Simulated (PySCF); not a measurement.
F$_{6}$Si, charge -2, singlet, geometry from GFN2-xTB (in this run its highest filled SCF level lies above zero, so its values depend strongly on the basis, on diffuse functions most of all). Base run: M06L/STO-3G run with PySCF.

The PySCF input:
```python
from pyscf import gto, scf, dft

mol = gto.Mole()
mol.atom = '''
    F     0.39884880   -1.65434300   -0.16462041
    Si    0.00000000    0.00000000   -0.00000000
    F     1.17504728    0.40027767   -1.17561587
    F    -1.17504728   -0.40027767    1.17561587
    F     1.17610141    0.16111496    1.23038955
    F    -0.39884880    1.65434300    0.16462041
    F    -1.17610141   -0.16111496   -1.23038955
'''
mol.basis = 'sto-3g'
mol.charge = -2
mol.verbose = 4
mol.build()

mf = dft.RKS(mol)
mf.xc = 'm06l'
mf.kernel()
mf.analyze()
```

The base run was repeated with changes; each row names its change, and settings that it needs were set with it.

| change | ΔE vs base (mEh) | grid points | electrons on the grid |
|---|---|---|---|
| base | 0.000 | 104752 | 69.99999 |
| grids.prune = dft.gen_grid.sg1_prune | 1.633 | 44536 | 70.00004 |
| grids.atom_grid = (150, 974) | 0.074 | 554944 | 70.00000 |
| grids.level = 0 | -562.6 | 8144 | 70.05861 |
| grids.radi_method = delley | -0.021 | 111280 | 69.99999 |
| grids.atom_grid = (99, 590) | 0.106 | 221712 | 70.00001 |
| grids.atom_grid = (75, 302) | -0.131 | 99440 | 70.00006 |
| grids.radi_method = gauss_chebyshev | -0.247 | 102832 | 69.99999 |
| grids.level = 5 | 0.162 | 306824 | 70.00000 |
| grids.prune = dft.gen_grid.treutler_prune | 0.076 | 92984 | 69.99999 |
| grids.radi_method = mura_knowles | -0.028 | 100352 | 69.99999 |
